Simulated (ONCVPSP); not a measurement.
## Ti (Z = 22), ONCV: configuration errors across variants

* Element: titanium (Ti)
* Generator: ONCVPSP 4.0.1
* Type: optimised norm-conserving Vanderbilt (ONCV)
* Functional: PBE
* Relativity: scalar-relativistic
* Frozen core: [Ne] 3s2
* Valence charge: 10
* Reference configuration: 3p6 3d2 4s2
* Partial waves: 4s: rc 3.00 bohr, ncon 4, nbas 7, qcut 1.9 1/bohr, 3 projectors, debl 3.8 Ha; 3p: rc 1.15 bohr, ncon 4, nbas 8, qcut 6.3 1/bohr, 2 projectors, debl 3.7 Ha; 3d: rc 2.10 bohr, ncon 3, nbas 8, qcut 7.1 1/bohr, 1 projector
* Local potential: polynomial inside 0.75 bohr (lpopt 1, dvloc0 2 Ha)
* Core correction: polynomial model core, fcfact 0.7

All-electron excitation energies from the reference (eV): (1) 3p6 3d2 4s1 7.347; (2) 3p6 3d2 4s0 20.919; (3) 3p6 3d1 4s0 47.867; (4) 3p5 3d2 4s2 45.556.

Errors AE − PS in meV (a dash: test not solved or not reliable):

```json
{"change": "base", "(1)": "-2.7", "(2)": "-24", "(3)": "+119", "(4)": "-305", "bound ghosts": "none", "GHOST(+) flags above zero": "s"}
{"change": "p: rc 0.76", "(1)": "-2.7", "(2)": "-24", "(3)": "+119", "(4)": "-297", "bound ghosts": "none", "GHOST(+) flags above zero": "s, p"}
{"change": "p: rc 1.02", "(1)": "-2.7", "(2)": "-24", "(3)": "+119", "(4)": "-302", "bound ghosts": "none", "GHOST(+) flags above zero": "s"}
{"change": "p: rc 1.12", "(1)": "-2.7", "(2)": "-24", "(3)": "+119", "(4)": "-305", "bound ghosts": "none", "GHOST(+) flags above zero": "s"}
{"change": "p: rc 1.18", "(1)": "-2.7", "(2)": "-24", "(3)": "+119", "(4)": "-305", "bound ghosts": "none", "GHOST(+) flags above zero": "s"}
{"change": "p: rc 1.32", "(1)": "-2.7", "(2)": "-24", "(3)": "+119", "(4)": "-305", "bound ghosts": "none", "GHOST(+) flags above zero": "s"}
{"change": "p: rc 1.4", "(1)": "-2.7", "(2)": "-24", "(3)": "+119", "(4)": "-305", "bound ghosts": "none", "GHOST(+) flags above zero": "s"}
{"change": "p: rc 1.48", "(1)": "-2.7", "(2)": "-24", "(3)": "+119", "(4)": "-302", "bound ghosts": "none", "GHOST(+) flags above zero": "s"}
{"change": "p: rc 1.56", "(1)": "-2.7", "(2)": "-24", "(3)": "+118", "(4)": "-297", "bound ghosts": "none", "GHOST(+) flags above zero": "s"}
{"change": "p: rc 1.68", "(1)": "-2.7", "(2)": "-24", "(3)": "+116", "(4)": "-283", "bound ghosts": "none", "GHOST(+) flags above zero": "s"}
```

Q: Give the same row for: p: rc 0.92.

A: -2.7, -24, +119, -299; bound ghosts: none; GHOST(+) flags above zero: s.
